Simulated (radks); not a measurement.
Results of a calculation; reference values are marked as such.
Cr2+, configuration [Ar] 3d4.

Code: a radial shooting solver on a logarithmic mesh with Libxc functionals. Model: scalar-relativistic Kohn-Sham, PBE, spin-polarised, spherical densities, point nucleus; open shells are filled with parallel spins first.

Energy parts (hartree):
part                       energy
total                 -1049.82211
kinetic                1060.50634
electron-nucleus      -2488.68510
Hartree                 426.61385
exchange-correlation    -48.25720

Orbitals (lengths in bohr, moments of r in powers of bohr; r(max) is where P^2 peaks):
| orbital | occ. | eigenvalue (hartree) | r(max) | <r^2> | <r^4> |
|---|---|---|---|---|---|
| 1s up | 1 | -216.8796 | 0.04161 | 0.005432 | 0.00007591 |
| 1s down | 1 | -216.8805 | 0.04161 | 0.005432 | 0.00007591 |
| 2s up | 1 | -25.30747 | 0.2435 | 0.1017 | 0.01813 |
| 2s down | 1 | -25.25114 | 0.2434 | 0.1013 | 0.01799 |
| 2p up | 3 | -21.38843 | 0.1978 | 0.08331 | 0.01421 |
| 2p down | 3 | -21.34552 | 0.1976 | 0.08294 | 0.01407 |
| 3s up | 1 | -3.54752 | 0.7760 | 0.9289 | 1.396 |
| 3s down | 1 | -3.39527 | 0.7764 | 0.9334 | 1.416 |
| 3p up | 3 | -2.49295 | 0.7964 | 1.074 | 2.011 |
| 3p down | 3 | -2.34292 | 0.7971 | 1.086 | 2.073 |
| 3d up | 4 | -0.88775 | 0.8183 | 1.878 | 8.373 |
| 3d down | 0 | -0.74847 | 0.8263 | 2.052 | 10.33 |
| 4s up | 0 | -0.70600 | 2.333 | 8.001 | 97.12 |
| 4p up | 0 | -0.51061 | 2.755 | 11.20 | 192.2 |

The highest occupied level is 3d up at -24.157 eV. The density falls to 0.001 e/bohr^3 at r = 3.10 bohr. Spin moment in Bohr magnetons: 4. Summed over all electrons, <r^2> = 16.56 bohr^2, which gives a Langevin (diamagnetic) susceptibility term of -13.1 x 10^-6 cm^3/mol. For comparison, the ionisation energy in NIST's Atomic Spectra Database is 30.96 eV (measured). In exact Kohn-Sham theory the highest level is minus the ionisation energy, but local and semilocal functionals leave it too shallow, through self-interaction and a potential that decays too fast; potentials with the right tail come closer.
